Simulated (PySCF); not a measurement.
Basis-set dependence of population analyses: `CC(=O)c1ccsc1`

Compound: C6H6OS.
Atom-mapped SMILES: `[CH3:1][C:2](=[O:3])[c:4]1[cH:5][cH:6][s:7][cH:8]1` (hydrogens: H9, H10, H11 on C1; H12 on C5; H13 on C6; H14 on C8)

PBE0 throughout (PySCF), one geometry, spherical d and f functions. One conformer (not necessarily the lowest) at the PBE0-D3(BJ)/def2-SVP geometry, without solvent, vibrations or thermal averaging. The first 7 of 12 kinds of atom are listed.

Mulliken charges (e):

| basis | functions | C1 | C2 | O3 | C4 | C5 | C6 | S7 |
| --- | --- | --- | --- | --- | --- | --- | --- | --- |
| STO-3G | 50 | -0.258 | +0.159 | -0.201 | -0.052 | -0.111 | -0.205 | +0.311 |
| pcSseg-0 | 88 | -0.659 | +0.381 | -0.477 | -0.220 | -0.077 | -0.592 | +0.513 |
| 6-31G | 88 | -0.573 | +0.334 | -0.411 | +0.020 | -0.023 | -0.592 | +0.554 |
| 6-31G* | 128 | -0.636 | +0.414 | -0.429 | +0.019 | -0.132 | -0.427 | +0.341 |
| cc-pVDZ | 146 | -0.063 | +0.046 | -0.218 | -0.026 | +0.012 | -0.148 | +0.193 |
| def2-SVP | 146 | -0.056 | +0.068 | -0.222 | -0.085 | +0.017 | -0.120 | +0.116 |
| pcSseg-1 | 173 | -0.274 | +0.282 | -0.364 | -0.285 | -0.003 | -0.274 | +0.300 |
| aug-cc-pVDZ | 242 | +0.340 | +0.163 | -0.654 | +1.507 | +0.957 | -0.386 | +0.307 |
| 6-311+G(2d,p) | 260 | -0.693 | +0.465 | -0.464 | +0.632 | -1.242 | +0.062 | -0.245 |
| def2-TZVP | 290 | -0.379 | +0.179 | -0.307 | +0.032 | -0.240 | -0.147 | +0.101 |
| cc-pVTZ | 328 | -0.308 | +0.225 | -0.280 | -0.009 | -0.173 | -0.164 | +0.119 |

IAO charges (e):

```
        basis  functions      C1      C2      O3      C4      C5      C6      S7
       STO-3G         50  -0.436  +0.182  -0.191  -0.102  -0.174  -0.289  +0.420
     pcSseg-0         88  -0.482  +0.336  -0.380  -0.098  -0.175  -0.305  +0.334
        6-31G         88  -0.487  +0.346  -0.399  -0.086  -0.181  -0.305  +0.334
       6-31G*        128  -0.472  +0.379  -0.418  -0.092  -0.175  -0.314  +0.372
      cc-pVDZ        146  -0.473  +0.378  -0.414  -0.093  -0.180  -0.317  +0.378
     def2-SVP        146  -0.462  +0.374  -0.413  -0.094  -0.176  -0.313  +0.380
     pcSseg-1        173  -0.469  +0.382  -0.426  -0.097  -0.180  -0.321  +0.385
  aug-cc-pVDZ        242  -0.481  +0.387  -0.436  -0.094  -0.184  -0.322  +0.382
6-311+G(2d,p)        260  -0.482  +0.388  -0.438  -0.094  -0.183  -0.329  +0.397
    def2-TZVP        290  -0.483  +0.390  -0.436  -0.093  -0.182  -0.332  +0.402
      cc-pVTZ        328  -0.485  +0.389  -0.433  -0.093  -0.182  -0.327  +0.392
```

Hirshfeld charges (e):

| basis | functions | C1 | C2 | O3 | C4 | C5 | C6 | S7 |
| --- | --- | --- | --- | --- | --- | --- | --- | --- |
| STO-3G | 50 | -0.052 | +0.116 | -0.161 | -0.058 | -0.065 | -0.071 | +0.175 |
| pcSseg-0 | 88 | -0.112 | +0.161 | -0.229 | -0.051 | -0.072 | -0.084 | +0.137 |
| 6-31G | 88 | -0.105 | +0.159 | -0.249 | -0.044 | -0.069 | -0.083 | +0.109 |
| 6-31G* | 128 | -0.104 | +0.157 | -0.251 | -0.037 | -0.065 | -0.078 | +0.095 |
| cc-pVDZ | 146 | -0.118 | +0.153 | -0.230 | -0.043 | -0.068 | -0.081 | +0.122 |
| def2-SVP | 146 | -0.121 | +0.160 | -0.237 | -0.046 | -0.071 | -0.083 | +0.135 |
| pcSseg-1 | 173 | -0.122 | +0.158 | -0.240 | -0.045 | -0.070 | -0.083 | +0.131 |
| aug-cc-pVDZ | 242 | -0.129 | +0.152 | -0.243 | -0.047 | -0.072 | -0.088 | +0.135 |
| 6-311+G(2d,p) | 260 | -0.120 | +0.148 | -0.247 | -0.050 | -0.071 | -0.087 | +0.135 |
| def2-TZVP | 290 | -0.124 | +0.152 | -0.245 | -0.045 | -0.070 | -0.086 | +0.129 |
| cc-pVTZ | 328 | -0.125 | +0.154 | -0.241 | -0.043 | -0.069 | -0.085 | +0.125 |

**Question.** Which scheme is steadiest as the basis changes?

**Answer.** Largest range over the bases for any column: Hirshfeld 0.09 e, IAO 0.25 e, Mulliken 2.20 e. Hirshfeld charges move least and Mulliken charges most, counted in e. Without the minimal STO-3G basis the ranges are Hirshfeld 0.04, IAO 0.07, Mulliken 2.20 e.

**Question.** How much do the charges still move between the two largest bases, def2-TZVP and cc-pVTZ?

**Answer.** At most, over all atoms: Mulliken 0.070 e, IAO 0.010 e, Hirshfeld 0.003 e.

**Question.** What do the same runs give for the total energy, the frontier levels and the dipole moment?

**Answer.** 
```json
{"basis": "STO-3G", "energy (Eh)": "-696.9326", "HOMO (eV)": "-3.92", "LUMO (eV)": "1.98", "μ (D)": "2.07"}
{"basis": "pcSseg-0", "energy (Eh)": "-703.9735", "HOMO (eV)": "-7.42", "LUMO (eV)": "-1.53", "μ (D)": "3.21"}
{"basis": "6-31G", "energy (Eh)": "-705.0162", "HOMO (eV)": "-7.13", "LUMO (eV)": "-1.23", "μ (D)": "3.22"}
{"basis": "6-31G*", "energy (Eh)": "-705.1372", "HOMO (eV)": "-6.98", "LUMO (eV)": "-1.14", "μ (D)": "2.96"}
{"basis": "cc-pVDZ", "energy (Eh)": "-705.1864", "HOMO (eV)": "-7.07", "LUMO (eV)": "-1.25", "μ (D)": "2.87"}
{"basis": "def2-SVP", "energy (Eh)": "-704.8150", "HOMO (eV)": "-7.19", "LUMO (eV)": "-1.33", "μ (D)": "2.96"}
{"basis": "pcSseg-1", "energy (Eh)": "-705.1080", "HOMO (eV)": "-7.28", "LUMO (eV)": "-1.48", "μ (D)": "3.11"}
{"basis": "aug-cc-pVDZ", "energy (Eh)": "-705.2054", "HOMO (eV)": "-7.22", "LUMO (eV)": "-1.54", "μ (D)": "3.13"}
{"basis": "6-311+G(2d,p)", "energy (Eh)": "-705.2605", "HOMO (eV)": "-7.21", "LUMO (eV)": "-1.54", "μ (D)": "3.17"}
{"basis": "def2-TZVP", "energy (Eh)": "-705.2904", "HOMO (eV)": "-7.20", "LUMO (eV)": "-1.49", "μ (D)": "3.10"}
{"basis": "cc-pVTZ", "energy (Eh)": "-705.2846", "HOMO (eV)": "-7.17", "LUMO (eV)": "-1.44", "μ (D)": "3.03"}
```

The dipole is fixed by the density alone, so its range of 1.15 D shows that the density itself changes with the basis, not only its division among atoms.
